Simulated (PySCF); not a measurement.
# Predicted spectroscopic data

PySCF calculation with PBE0/pcSseg-1 with gauge-including orbitals and structure optimised with GFN2-xTB; relativity neglected, isolated molecule, a single conformation, averaged over atoms made equivalent by symmetry, fast rotation or ring inversion.

Shifts are taken against calculated references (same method and geometry level): 1H (31.72 ppm), 13C (186.93 ppm) vs TMS. Where no couplings were computed, multiplicities follow the n + 1 count of equivalent neighbours, and m marks all less simple cases (inequivalent or close neighbours, rings, F or P nearby). Shifts are as computed. Against solution values, carbons near 30 ppm lie about +3 ppm off and those near 130 ppm about +5 ppm. Of 1309 compounds with measured shifts, 239 miss one by over three times the rms of a fit or turn the order of signals round; such compounds aren't used in these exercises.

**1.** SMILES C(#C)CCO[SiH2]O[SiH3], C$_{4}$H$_{10}$O$_{2}$Si$_{2}$. 1H NMR (400 MHz, computed): δ 5.19 (s, 3H), 5.09 (s, 2H), 4.06 (t, 2H), 2.54 (m, 2H), 1.41 (t, 1H). 13C{1H} NMR (computed): δ 88.6 (C), 77.5 (CH), 63.6 (CH2), 25.8 (CH2).

**2.** SMILES C(/[SiH2]C#C)=C/C, C$_{5}$H$_{8}$Si. 1H NMR (400 MHz, computed): δ 7.03 (m, 1H), 5.69 (m, 1H), 4.69 (m, 2H), 2.15 (d, 3H), 1.97 (t, 1H). 13C{1H} NMR (computed): δ 159.9, 122.7, 104.2, 87.5, 24.6.
